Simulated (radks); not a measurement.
Question: Coherent X-ray form factor from a spherical all-electron density. All-electron calculation, scalar-relativistic Kohn-Sham, r2SCAN, spin-polarised, spherical densities, finite nucleus; meta-GGA in the generalised Kohn-Sham scheme; Fermi nuclear charge, rms radius of each element as measured or else 0.836 A^(1/3) + 0.57 fm. Program: a radial shooting solver on a logarithmic mesh with Libxc functionals.

| sin(theta)/lambda (1/angstrom) | f0 (electrons) |
|---|---|
| 0.05 | 7.870 |
| 0.1 | 7.500 |
| 0.15 | 6.948 |
| 0.2 | 6.286 |
| 0.25 | 5.586 |
| 0.3 | 4.906 |
| 0.4 | 3.737 |
| 0.5 | 2.891 |
| 0.6 | 2.329 |
| 0.8 | 1.743 |
| 1 | 1.484 |
| 1.25 | 1.289 |
| 1.5 | 1.122 |
| 2 | 0.812 |

The species is in the configuration that NIST lists as its ground one. Which atom or ion scatters so?

Answer: The fluorine ion F+, [He] 2s2 2p4. Extrapolating in s^2 from the first two rows gives f0(0) = 8.0, near the electron count 8; among species with that count, the fall with angle is slower the higher Z, and the table is that of Z = 9; from so few rows the species is fixed only to a neighbour or two.
